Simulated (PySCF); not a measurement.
Species: C6H6F2O.
SMILES: `FC(F)C1=CCC=CO1`

The closed-shell SCF was solved with PySCF and density fitting under several settings on one GFN2-xTB geometry (grid level 2 and gas phase unless stated).

| settings | basis functions | SCF cycles | E (Eh) | HOMO (eV) | LUMO (eV) | dipole (D) |
| --- | --- | --- | --- | --- | --- | --- |
| PBE0/ANO-RCC-VDZP | 156 | 14 | -506.7244 | -6.44 | -0.40 | 2.70 |
| PBE0/IGLO-II | 234 | 14 | -506.7059 | -6.46 | -0.50 | 2.49 |
| HSE06/6-31G, IEF-PCM benzene | 93 | 14 | -506.4740 | -5.85 | -0.57 | 3.11 |

Problem. Estimate the row for these settings: PBE0/3-21G.

Solution. 
| settings | basis functions | SCF cycles | E (Eh) | HOMO (eV) | LUMO (eV) | dipole (D) |
| --- | --- | --- | --- | --- | --- | --- |
| PBE0/3-21G | 93 | 14 | -503.7934 | -6.21 | -0.10 | 2.44 |

Problem. Over all rows, what range does the HOMO–LUMO gap span?

Solution. From 5.28 eV (HSE06/6-31G, IEF-PCM benzene) to 6.11 eV (PBE0/3-21G). The functional of the narrowest has 25 % exact exchange at short range alone, that of the widest 25 % exact exchange.

Problem. Compare two rows with the functional PBE0: PBE0/3-21G and PBE0/IGLO-II. Which energy is lower, and by how much?

Solution. PBE0/IGLO-II (234 functions) lies 2.9125 Eh or 1828 kcal/mol below PBE0/3-21G (93 functions).

Whole jobs, the steps after the SCF included, on one thread, Intel Xeon 6975P-C (x86_64) (shared host):

| settings | work after the SCF | wall time | peak memory |
| --- | --- | --- | --- |
| PBE0/ANO-RCC-VDZP | spin–spin couplings from 8 perturbed nuclei, spin–dipole term for 2 of them | 25 s | 0.82 GiB |
| PBE0/IGLO-II | shieldings, ring-centre shieldings | 22 s | 0.93 GiB |
| HSE06/6-31G, IEF-PCM benzene | 1 singlet by TDA, 2 Tamm–Dancoff triplets, polarisability | 9.3 s | 0.65 GiB |
| PBE0/3-21G | shieldings, ring-centre shieldings, density and orbital grids written | 9.0 s | 0.55 GiB |

Cycle counts include a coarse-grid stage where the run had one. ANO-RCC sets were contracted for a scalar-relativistic Hamiltonian, but ran non-relativistically here. The structure is a single GFN2-xTB conformer; no vibrational corrections.

Shape of the structure used: `[F:1][CH:2]([F:3])[C:4]1=[CH:5][CH2:6][CH:7]=[CH:8][O:9]1`: F1–C2–C4–C5 -57°.
